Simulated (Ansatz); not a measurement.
Job for Ansatz (a program for electronic structure): R-SVWN5/def2-TZVPP on GeH5P (SMILES [PH2][GeH3]), a point of a torsion scan.

Ansatz 0.2 input:
```yaml
crystal:
  periodic: [false, false, false]
  atoms:
    - {symbol: P, position_ang: [1.40872351, -0.37943561, 0.51884254]}
    - {symbol: Ge, position_ang: [-0.79294119, 0.06778543, 0.05816491]}
    - {symbol: H, position_ang: [1.83498647, 0.88794682, 0.14692430]}
    - {symbol: H, position_ang: [1.64955080, -0.88665953, -0.75128229]}
    - {symbol: H, position_ang: [-1.36893118, -0.84180761, -0.98699001]}
    - {symbol: H, position_ang: [-1.64405886, -0.11465423, 1.27815782]}
    - {symbol: H, position_ang: [-1.06509526, 1.46433912, -0.42375269]}
basis:
  gaussian:
    orbitals: def2-TZVPP
hamiltonian:
  xc: {name: SVWN5}
scf: {lower_state_search: off}
```

Output:

```
WARN ansatz: RAYON_NUM_THREADS=1 ignored (pool sized by the plan → 1); use --threads N
Functional definition: SVWN5
these checks for a lower state are left out or cut short: stability, starts, cluster_reference, orbital_swaps, neighbouring_geometries, increment
integrals: 0.07 GiB planned
940 factors; their error is unknown
mean field: 0.50 GiB planned
mean field evaluation 1: about -65765.4968 eV, gradient 3.3e1 eV
mean field evaluation 2: about -65765.9223 eV, gradient 3.7e1 eV
mean field evaluation 4: about -65767.3351 eV, gradient 1.7e0 eV
mean field evaluation 8: about -65767.3206 eV, gradient 1.8e-2 eV
mean field evaluation 16: about -65767.3206 eV, gradient 4.5e-6 eV
mean field -65767.32061117 eV, -2416.9044537693 hartree, gradient 4.5e-6 eV, S^2 0.000000; 0 other end points of the search recorded, 0 dependent functions left out
reference -65767.32064621 eV, -2416.9044550574 hartree; 26, 26 occupied and 134, 134 virtual orbitals, 940 factors
Total energy: -65767.32064621 eV, -2416.9044550574 hartree
Checks for a lower state left out: stability, starts, cluster_reference, orbital_swaps, neighbouring_geometries, increment
```

The run converged.

Cost: about 1.0 core-seconds (a rough figure).
